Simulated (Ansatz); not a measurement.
Saddle point of SiPH$_{7}$SO, singlet (SiH₄SO ([OH][SiH2][SH]) + PH₃ → SiPH₅O ([OH][SiH2][PH2]) + H₂S; bonds formed: Si1–P7, S2–H6; bonds broken: Si1–S2, H6–P7), PBE0-D4/def2-TZVP structure:

Si1  (-0.966, 0.015, 0.022)
S2  (0.714, -2.126, 0.557)
H3  (-1.399, -0.922, -1.036)
H4  (-1.270, -0.195, 1.446)
O5  (-1.770, 1.444, -0.288)
H6  (1.791, -0.506, 0.648)
P7  (1.233, 0.604, -0.194)
H8  (0.532, -1.962, 1.876)
H9  (-2.050, 1.600, -1.191)
H10  (1.563, 1.979, -0.404)
H11  (1.621, 0.070, -1.435)
(Å)

Energies are electronic, without zero-point energy. Barriers and step energies count from the start structure reached by relaxing down the imaginary mode; all methods use the PBE0-D4 structures, on which another method's saddle can fall below an end. Computed with Ansatz 0.2.0 (basis: def2-TZVPP, with def2-QZVPP for the basis limit); correlated methods freeze the cores. B3LYP uses VWN-RPA correlation. Extrapolation: Hartree–Fock as exp(−7.88 √X), correlation as X^−2.97.

| method | barrier (kcal/mol) | step energy (kcal/mol) |
| --- | --- | --- |
| SPW92 | 30.93 | 11.41 |
| PBE-D4 | 36.36 | 11.14 |
| BLYP-D4 | 41.10 | 12.09 |
| r2SCAN-D4 | 40.77 | 12.30 |
| B97M-V | 46.48 | 11.84 |
| PBE0-D4 | 41.26 | 11.64 |
| B3LYP-D4 | 44.91 | 12.42 |
| r2SCAN0-D4 | ? | 12.50 |
| BHLYP-D4 | 50.50 | 13.13 |
| CAM-B3LYP-D4 | ? | 12.73 |
| wB97X-V | 49.07 | 12.33 |
| wB97M-V | 48.88 | 12.67 |
| B2PLYP | 47.60 | 12.62 |
| PBE-QIDH | 45.68 | 12.44 |
| RPA on PBE | 49.56 | 12.11 |
| HF | 63.92 | 13.63 |
| MP2 | ? | 13.19 |
| CCSD | 52.71 | 12.39 |
| CCSD(T) | 49.49 | 12.33 |

(1) Fill in the withheld barriers. (To be estimated.)

T1 diagnostic: at most 0.016.

## Answers

(1) By the calculation: CAM-B3LYP-D4 48.81; MP2 47.89; r2SCAN0-D4 44.14 kcal/mol. Each is the energy of the saddle less that of the start structure, by the same method.

For comparison, the barrier by CCSD(T) at an estimated basis limit (MP2 extrapolated from triple and quadruple zeta, plus CCSD(T) − MP2 in triple zeta) is 47.03 kcal/mol.

Labels in which every atom is bracketed show which atoms are joined, not bond orders.

For scale, one of the runs: CCSD(T)/def2-TZVPP, 255 basis functions, launched by `ansatz run in.yaml --threads 4 --pin off --events-out ev --progress --plain --max-ram 9574MiB`. Hardware: 4 CPU threads of an Arm Neoverse V2, shared host. Wall time 110 s; peak host memory 5.2 GiB.
